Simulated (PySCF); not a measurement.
dimethyl thioether (C$_{2}$H$_{6}$S), singlet, at a GFN2-xTB geometry. Base run: DF-PBE0/6-311G** in PySCF.

PySCF was given this input:
```python
from pyscf import gto, scf, dft

mol = gto.Mole()
mol.atom = '''
    C    -0.007850    1.377404   -0.513607
    S     0.002549   -0.002333    0.664816
    C     0.003874   -1.373765   -0.523307
    H    -0.009534    2.291986    0.069400
    H     0.883687    1.332437   -1.133295
    H    -0.903678    1.324796   -1.126468
    H     0.010004   -2.292417    0.053236
    H    -0.892387   -1.324474   -1.135809
    H     0.894977   -1.316832   -1.142635
'''
mol.basis = '6-311g**'
mol.charge = 0
mol.spin = 0
mol.verbose = 4
mol.build()

mf = dft.RKS(mol)
mf.xc = 'pbe0'
mf = mf.density_fit(auxbasis='def2-universal-jkfit')
mf.kernel()
```

Each row names what was changed in the base input (with any setting that the change needs).

| change | basis functions | E (Eh) | HOMO (eV) | HOMO-LUMO gap (eV) | dipole (D) |
|---|---|---|---|---|---|
| base | 98 | -477.79923 | -6.28 | 7.29 | 1.79 |
| basis = STO-3G | 25 | -472.44213 | -3.05 | 10.11 | 0.92 |
| basis = 6-31G | 43 | -477.70301 | -6.20 | 8.00 | 2.01 |
| basis = def2-SV(P) | 58 | -477.57006 | -6.11 | 7.72 | 1.59 |
| basis = 6-31G* | 58 | -477.74822 | -6.13 | 7.63 | 1.81 |
| basis = 6-31+G* | 70 | -477.75104 | -6.25 | 6.69 | 1.83 |
| basis = def2-SVPD | 115 | -477.59522 | -6.28 | 6.92 | 1.72 |
| basis = aug-pcseg-1 | 127 | -477.73984 | -6.29 | 6.19 | 1.69 |
| basis = aug-cc-pVDZ | 127 | -477.78014 | -6.26 | 6.20 | 1.70 |
| basis = pcseg-2 | 178 | -477.82134 | -6.26 | 6.88 | 1.67 |
| basis = pc-2 | 178 | -477.82443 | -6.27 | 6.98 | 1.69 |
| basis = cc-pVTZ | 178 | -477.81767 | -6.23 | 7.25 | 1.63 |
| basis = def2-TZVPP | 188 | -477.81552 | -6.22 | 7.21 | 1.62 |

Totals compare only among sets that treat the same electrons; sets with core potentials leave the core out.
